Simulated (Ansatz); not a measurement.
Start from `CBS[SiH2]C` and change one atom or group to get `CB[S][GeH3]`.

Ansatz, PBE0-D4/def2-TZVP geometries, multiplicity 1. Each molecule was computed in one conformer, which needn't be the lowest.

Scalar relativity is left out up to krypton.

| property | `CBS[SiH2]C` |
| --- | --- |
| LUMO energy (B3LYP/def2-TZVPP) / eV | -1.11 |
| LUMO energy (ωB97M-V/def2-TZVPP) / eV | 1.00 |
| HOMO energy (ωB97M-V/def2-TZVPP) / eV | -9.95 |
| LUMO energy (PBE/def2-TZVPP) / eV | -1.87 |
| size of the dipole moment (ωB97M-V/def2-TZVPP) / D | 1.23 |
| HOMO energy (PBE/def2-TZVPP) / eV | -6.68 |

What does the change do to each property? (Best estimate.)

The calculation gave: 
| property | `CB[S][GeH3]` | shift |
| --- | --- | --- |
| LUMO energy (B3LYP/def2-TZVPP) / eV | -1.11 | 0.00 |
| LUMO energy (ωB97M-V/def2-TZVPP) / eV | 1.01 | 0.01 |
| HOMO energy (ωB97M-V/def2-TZVPP) / eV | -9.97 | -0.02 |
| LUMO energy (PBE/def2-TZVPP) / eV | -1.86 | 0.01 |
| size of the dipole moment (ωB97M-V/def2-TZVPP) / D | 0.80 | -0.43 |
| HOMO energy (PBE/def2-TZVPP) / eV | -6.70 | -0.02 |

Dipoles are sizes alone; their direction can turn.

B3LYP here is the variant with VWN-RPA as its local correlation; programs differ in this.
